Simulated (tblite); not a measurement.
Compound: C3H5FGeO2.
Numbering: `[CH3:1][O:2][C:3]1=[C:4]([F:5])[GeH2:6][O:7]1` (hydrogens: H8, H9, H10 on C1; H11, H12 on Ge6)

Computed with GFN2-xTB (tblite), gas phase: L-BFGS steps from a force-field or distance-geometry start until the largest atomic force falls under 0.01 eV/Å.

At the end of the run (lengths in Å): Ge6–O7 1.896, C4–Ge6 1.929, C3–O7 1.360, O2–C3 1.321, Ge6–H12 1.510, C3=C4 1.348, Ge6–H11 1.510, C4–C3–O7 109.0°, F5–C4–Ge6 140.6°, O2–C3–O7 120.9°, C1–O2–C3 116.3°, C1–O2–C3–C4 180°, O2–C3–C4–F5 0°, C3–C4–Ge6–O7 0°, H11–Ge6–O7–C3 -120°, H11–Ge6–C4–C3 96°.

Problem. These geometries were met on the way; a selection of coordinates is given. Order them by energy above the end point, lowest first.
A. Ge6–O7 1.927, C4–Ge6 1.907, C3–O7 1.368, O2–C3 1.319, Ge6–H12 1.528, C3=C4 1.350, Ge6–H11 1.527, C4–C3–O7 108.8°, F5–C4–Ge6 138.8°, O2–C3–O7 123.5°, C1–O2–C3 120.3°, C1–O2–C3–C4 180°, O2–C3–C4–F5 0°, C3–C4–Ge6–O7 0°, H11–Ge6–O7–C3 -118°, H11–Ge6–C4–C3 102°
B. Ge6–O7 1.748, C4–Ge6 1.806, C3–O7 1.459, O2–C3 1.376, Ge6–H12 1.553, C3=C4 1.387, Ge6–H11 1.548, C4–C3–O7 97.6°, F5–C4–Ge6 132.9°, O2–C3–O7 131.3°, C1–O2–C3 121.8°, C1–O2–C3–C4 180°, O2–C3–C4–F5 3°, C3–C4–Ge6–O7 1°, H11–Ge6–O7–C3 -109°, H11–Ge6–C4–C3 109°
C. Ge6–O7 1.945, C4–Ge6 1.919, C3–O7 1.373, O2–C3 1.327, Ge6–H12 1.495, C3=C4 1.345, Ge6–H11 1.496, C4–C3–O7 107.0°, F5–C4–Ge6 130.7°, O2–C3–O7 124.0°, C1–O2–C3 124.3°, C1–O2–C3–C4 180°, O2–C3–C4–F5 1°, C3–C4–Ge6–O7 0°, H11–Ge6–O7–C3 -108°, H11–Ge6–C4–C3 105°
D. Ge6–O7 1.824, C4–Ge6 1.898, C3–O7 1.448, O2–C3 1.364, Ge6–H12 1.521, C3=C4 1.344, Ge6–H11 1.518, C4–C3–O7 102.1°, F5–C4–Ge6 130.0°, O2–C3–O7 127.9°, C1–O2–C3 123.2°, C1–O2–C3–C4 180°, O2–C3–C4–F5 2°, C3–C4–Ge6–O7 0°, H11–Ge6–O7–C3 -107°, H11–Ge6–C4–C3 107°
E. Ge6–O7 1.987, C4–Ge6 1.877, C3–O7 1.354, O2–C3 1.319, Ge6–H12 1.521, C3=C4 1.363, Ge6–H11 1.521, C4–C3–O7 110.0°, F5–C4–Ge6 136.3°, O2–C3–O7 121.7°, C1–O2–C3 121.8°, C1–O2–C3–C4 180°, O2–C3–C4–F5 0°, C3–C4–Ge6–O7 0°, H11–Ge6–O7–C3 -115°, H11–Ge6–C4–C3 103°

Solution. A (0.107 eV), E (0.193 eV), C (0.370 eV), D (0.613 eV), B (0.983 eV).

```
step  E above end (eV)  rms distance from the end, all atoms (Å)  largest force (eV/Å)  rms shift of all bonds from the end (Å)
   8             0.107                                     0.146                 0.448                                    0.014
   6             0.193                                     0.172                 0.831                                    0.031
   3             0.370                                     0.213                 1.048                                    0.017
   1             0.613                                     0.237                 1.763                                    0.038
   0             0.983                                     0.246                 3.699                                    0.068
```

Rows stand in the order of the answer.
